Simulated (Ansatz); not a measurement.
## Pulling the pair apart

The pair of Li⁺ (SMILES [Li+], atom 1) and F2 (SMILES FF, atoms 2–3), both closed shells, in one local arrangement (a lower one may exist), relaxed at PBE0-D4/def2-TZVP:

```csv
atom,x (Å),y (Å),z (Å)
Li1,0.0821,-0.0780,-1.5533
F2,-0.4237,0.4027,0.3321
F3,0.3416,-0.3248,1.2212
```

F2 is shifted rigidly along the line between the mean atom positions of the two fragments (negative: closer). Counterpoise interaction energies in kJ/mol. Ansatz 0.2.0; basis: def2-TZVPPD; cores frozen in the correlated methods. The outer core shell of Li, Na, Mg and K is correlated. B3LYP uses VWN-RPA correlation.

| shift (Å) | r2SCAN-D4 | B3LYP-D4 | wB97M-V |
| --- | --- | --- | --- |
| -0.20 | -19.0 | -25.4 | -23.2 |
| -0.10 | -23.3 | -29.0 | -27.0 |
| 0.00 | -24.7 | -30.0 | -27.9 |
| 0.10 | -24.4 | -29.2 | -27.2 |
| 0.24 | -22.5 | -27.1 | -24.7 |
| 0.50 | -17.7 | -22.6 | -18.9 |
| 1.01 | -9.8 | -13.1 | -10.1 |
| 2.01 | -3.4 | -4.3 | -3.2 |

(1) What does CCSD(T) give at these shifts? (Judge from chemistry; the value comes from the calculation.)

T1 diagnostic: at most 0.013. The restricted Hartree–Fock reference is unstable towards an unrestricted one here.

## Answers

(1) Computed: -19.2, -23.5, -24.9, -24.6, -22.5, -17.3, -9.4, -3.0 kJ/mol. For zero shift, CCSD(T) at an estimated basis limit (MP2 extrapolated from triple and quadruple zeta, plus CCSD(T) − MP2 in triple zeta) gives -26.8 kJ/mol. These are counterpoise interaction energies, counted from the two frozen fragments.

For scale, one of the runs: CCSD(T)/def2-TZVPPD, 102 basis functions, launched by `ansatz run in.yaml --threads 2 --pin off --events-out ev --progress --plain --max-ram 5222MiB`. The run took about 1 s on 2 CPU threads of an AMD EPYC 9R45 (shared host).
